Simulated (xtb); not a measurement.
xtb input:

```bash
xtb mol.xyz --gfn 1 --sp --chrg -1 --uhf 0
```
mol.xyz:
```
12

B      0.13878280    -0.02423784     0.00548867
C      1.56790485    -0.27382807     0.06200849
C     -0.48645111     1.46218053    -0.14832764
C     -0.96245149    -1.20913570     0.09102553
H      2.00344141    -1.27072796     0.16554457
H      2.32170334     0.51535939     0.00550898
H      0.28583924     2.23864822    -0.20320629
H     -1.14933960     1.72161089     0.69204816
H     -1.10891904     1.55815664    -1.05180925
H     -1.64796521    -1.07667825     0.94277826
H     -1.60754465    -1.24013250    -0.80107915
H     -0.50514302    -2.20034772     0.19453312
```

Task: What final total energy does it print?

Result: -12.28278 Eh (GFN1-xTB).

It need not be the lowest isomer of its formula. Whether it binds its extra electron was not tested at this geometry.
